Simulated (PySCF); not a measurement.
M06-L on Sc⁻ (scandium, charge -1), [Ar] 3d2 4s2, high-spin 3F determinant. Calculation: PySCF 2.14, in def2-TZVPPD; no relativity, point nucleus.

```
cycle= 1 E= -760.565178032033  delta_E= -0.00785  |g|= 0.0734  |ddm|= 0.583
cycle= 2 E= -760.55165753752  delta_E= 0.0135  |g|= 0.166  |ddm|= 0.581
cycle= 3 E= -760.569558934839  delta_E= -0.0179  |g|= 0.00901  |ddm|= 0.286
cycle= 4 E= -760.569623106319  delta_E= -6.42e-05  |g|= 0.0109  |ddm|= 0.0711
cycle= 5 E= -760.569714185461  delta_E= -9.11e-05  |g|= 0.00227  |ddm|= 0.0593
cycle= 6 E= -760.569720521898  delta_E= -6.34e-06  |g|= 0.000383  |ddm|= 0.0246
cycle= 7 E= -760.569720931132  delta_E= -4.09e-07  |g|= 0.000174  |ddm|= 0.0045
cycle= 8 E= -760.569720991996  delta_E= -6.09e-08  |g|= 3.36e-05  |ddm|= 0.00271
cycle= 9 E= -760.569720992881  delta_E= -8.85e-10  |g|= 2.37e-06  |ddm|= 0.000107
converged SCF energy = -760.569720992881  <S^2> = 2.0015381  2S+1 = 3.0010252
```

Highest occupied orbital energy: 2.741 eV; ⟨L²⟩ = 12.02; populations by l: s 8.00, p 12.00, d 2.00, f 0.00.

Q: Can this result be used?

A: With care. The run converged. The configuration of this anion was assumed by filling the next shell in order. It is not the known or likely ground configuration (Ca⁻, Sr⁻ and Ba⁻, for instance, bind a p electron), so these values are not the electron affinity of the element. At M06-L the highest occupied level has a positive energy, so only the finite basis holds that electron.
